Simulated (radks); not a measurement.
Tb LV, 11 electrons, occupied as [Ne] 3s1 (the NIST ground configuration).

Method: scalar-relativistic Kohn-Sham, PBE, spin-unpolarised, spherical densities, point nucleus; computed with a radial shooting solver on a logarithmic mesh with Libxc functionals.

Energy parts (hartree):
total: -8508.9888
kinetic: 9345.0229
electron-nucleus: -18479.1121
Hartree: 744.5003
exchange-correlation: -119.3999

Orbitals (lengths in bohr, moments of r in powers of bohr; r(max) is where P^2 peaks):
orbital  occ.  eigenvalue (hartree)      <r>      <r^4>  <1/r>   r(max)
1s          2             -2060.353  0.02149  1.058e-06  73.16  0.01364
2s          2             -461.2891  0.09000  0.0001543  17.27  0.07684
2p          6             -427.6305  0.07929  0.0001132  16.05  0.06212
3s          1             -190.2477   0.2149   0.004026  7.108   0.2047
3p          0             -180.1702   0.2088   0.003816  6.737   0.1978
4s          0             -102.9546   0.3948    0.04216  3.850   0.4009

The highest occupied level is 3s at -5176.9 eV. For comparison, the ionisation energy in NIST's Atomic Spectra Database is 5217 eV (theoretical). In exact Kohn-Sham theory the highest level is minus the ionisation energy, but local and semilocal functionals leave it too shallow, through self-interaction and a potential that decays too fast; potentials with the right tail come closer.

Beside tabulated values, note that spin-unpolarised runs miss the spin-polarisation part of the exchange energy of open shells.
